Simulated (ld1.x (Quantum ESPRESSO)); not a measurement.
Transferability test, TM potential for samarium

```json
{"Element": "samarium (Sm)", "Generator": "ld1.x (Quantum ESPRESSO) 7.5", "Type": "norm-conserving Troullier–Martins (Kleinman–Bylander form)", "Functional": "PBEsol", "Relativity": "scalar-relativistic", "Frozen core": "[Xe]", "Valence charge": "8", "Reference configuration": "4f6 5d0 6s1.5 6p0.5", "Partial waves": "6p (bound): rc 3.50 bohr; 5d (bound, empty): rc 2.80 bohr; 4f (bound): rc 0.75 bohr; 6s (bound): rc 3.15 bohr", "Local potential": "the s channel", "Core correction": "none"}
```

Energies are relative to the spin-unpolarised reference configuration 4f6 5d0 6s1.5 6p0.5; without spin polarisation the order of configurations can differ from experiment. Not all tests gave a result: 1 of 7 tests not solved or not reliable. Left out of the table: 4f7 5d0 6s0 6p0 (solver errors, printed error -533 eV).

Problem. Give the all-electron excitation energy and the error of the potential for: 4f6 5d0 6s2 6p0; 4f6 5d0 6s1 6p0; 4f6 5d0 6s0 6p0; 4f6 5d0 6s0 6p2; 4f5 5d1 6s1 6p0; 4f6 5d1 6s1 6p0.

Solution.

```csv
valence configuration,charge,ΔE all-electron (eV),error AE − PS (meV)
4f6 5d0 6s2 6p0,0,-1.217,+2.7
4f6 5d0 6s1 6p0,+1,4.746,-9.6
4f6 5d0 6s0 6p0,+2,15.733,+168
4f6 5d0 6s0 6p2,0,3.816,+37
4f5 5d1 6s1 6p0,+1,8.236,-1273
4f6 5d1 6s1 6p0,0,0.794,+26
```

These tests converged, but a pseudo level misses the all-electron one widely, so the file describes the atom poorly there or has found another state: 4f5 5d1 6s1 6p0: 4f by 3.3 eV. ld1.x printed “convergence not achieved” for 4 of the counted tests; their residual had stalled under 1e-8, short of the target of 1e-14.
